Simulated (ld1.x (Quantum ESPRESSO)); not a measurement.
Results of a calculation; reference values are marked as such.
Pseudopotentials across the periodic table

Generated with ld1.x 7.5 (TM, RRKJ, ultrasoft, PAW), atompaw 4.2 or ONCVPSP 4.0.1. The cutoff is in Ry: for ld1.x and atompaw files where the sum of valence levels is converged to 10 mRy in a Bessel basis, for ONCV files where the hardest occupied wave has 1 mHa per electron of residual kinetic energy. The error is the largest all-electron minus pseudo excitation energy over each file’s own four to seven test configurations (ionisations up to +4, promotions, holes and added fractions of an electron), all of which were solved. The labels leave out finer settings (local radius, basis sizes, second energies), which also bear on the numbers. Spin-polarised tests are not counted. The rows are a selection from randomly drawn settings: files with unsolved tests, undetermined cutoffs or missed reference levels are left out.

A true bound ghost makes a file unfit for plane-wave use even where its test errors are small: the radial tests pick states by their node count and pass the ghost by.

```csv
element,potential,cutoff (Ry),largest error (meV),bound ghosts
C,"TM, PBE, non-relativistic, rc 0.75/1.60/1.40 (spd), local s, core correction no, reference 2s2 2p2",140,+433,none
Ne,"TM, BP86, scalar-relativistic, rc 0.70/1.30 (sp), local s, core correction yes, reference 2s2 2p6",200,+2292,none
Nb,"TM, PBE, scalar-relativistic, rc 1.50/1.45/1.65 (spd), local p, core correction yes, reference 4s2 4p6 4d3.5 5s0 5p0",70,+157,none
Ba,"TM, PBEsol, fully relativistic, rc 4.20/4.20/3.35 (spd), local smoothed, core correction no, reference 5d0 6s1.5 6p0.5",6,+224,none
W,"PAW, PBEsol, scalar-relativistic, rc 2.45/1.85/2.75 (spd), local smoothed, core correction yes, reference 5p6 5d4 6s1 6p0",25,-16,none
Ir,"TM, PBE, scalar-relativistic, rc 2.10/3.65/1.90/3.85 (spdf), local smoothed, core correction yes, reference 5d7.5 6s1.5 6p0",40,-690,none
```

(1) Fill in the row for Cu: TM semilocal, BP86, scalar-relativistic, rc 1.60/2.70/0.90 (spd), local s, core correction no, reference 3d9.5 4s0 4p0.

(2) Fill in the row for Sn: TM, PBEsol, scalar-relativistic, rc 1.75/1.95/1.55 (spd), local p, core correction yes, reference 4d10 5s2 5p1.

## Answers

(1) cutoff 260 Ry, largest error -1062 meV, bound ghosts: none.

(2) cutoff 90 Ry, largest error -98 meV, bound ghosts: s.
